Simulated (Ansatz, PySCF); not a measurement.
Gas-phase reaction (SMILES): O=CC(F)(F)F + 6 [H][H] (H2) → 2 C (CH4) + 3 F (HF) + O (H2O); energy of full hydrogenation.

Structures are relaxed separately at B3LYP-D3(BJ)/def2-TZVP in Ansatz (a first-principles code), one conformer each, not searched for the lowest. Correlated levels leave the core frozen unless marked. Spin-orbit coupling is left out. Non-relativistic. CBS(X,Y): correlation extrapolated as X^-3; Hartree-Fock from the larger set. The bracket is a focal-point correction in the basis named. Thermal terms are rigid-rotor harmonic-oscillator values from B3LYP-D3(BJ) frequencies (Ansatz or PySCF) at 298.15 K and 1 atm. 1 Eh = 627.5095 kcal/mol.

| species | E, RI-MP2/CBS(aug-cc-pVTZ,aug-cc-pVQZ)+[CCSD(T)-MP2]/aug-cc-pVTZ (Ansatz) (Eh) | E, r2SCAN-D4/def2-TZVPD (Ansatz + dftd4) (Eh) | H - E (Eh) | G - E (Eh) |
|---|---|---|---|---|
| O=CC(F)(F)F | -451.22379 | -451.55201 | 0.03940 | 0.00331 |
| [H][H] (H2) | -1.17524 | -1.17100 | 0.01336 | -0.00144 |
| C (CH4) | -40.46129 | -40.49957 | 0.04840 | 0.02728 |
| F (HF) | -100.39388 | -100.44728 | 0.01259 | -0.00713 |
| O (H2O) | -76.37791 | -76.42298 | 0.02495 | 0.00353 |

**Question.** Work out ΔE and ΔH, ΔG, ΔS and the equilibrium constant at 298.15 K at the first level, then ΔH at the second.

**Answer.** 
1. ΔE = [2×(-40.46129) + 3×(-100.39388) + (-76.37791)] - [(-451.22379) + 6×(-1.17524)] = -0.20690 Eh = -129.8 kcal/mol at RI-MP2/CBS(aug-cc-pVTZ,aug-cc-pVQZ)+[CCSD(T)-MP2]/aug-cc-pVTZ.
2. The terms H - E add up to 0.03996 Eh, so ΔH = (-0.20690 + (0.03996))×627.5095 = -104.8 kcal/mol.
3. The terms G - E add up to 0.04203 Eh, so ΔG = -103.5 kcal/mol, and ΔS = (0.03996 - (0.04203))×627509.5/298.15 = -4.4 cal/(mol K).
4. log10 K = -ΔG/(RT ln 10) = 75.9, with RT ln 10 = 1.3642 kcal/mol.
5. At r2SCAN-D4/def2-TZVPD the same steps give ΔE = -116.7 and ΔH = -91.6 kcal/mol, a shift of +13.2 from the first level.
6. These values are not checked against measurement here, since the tables used lack a sound gas-phase enthalpy of formation for at least one species.
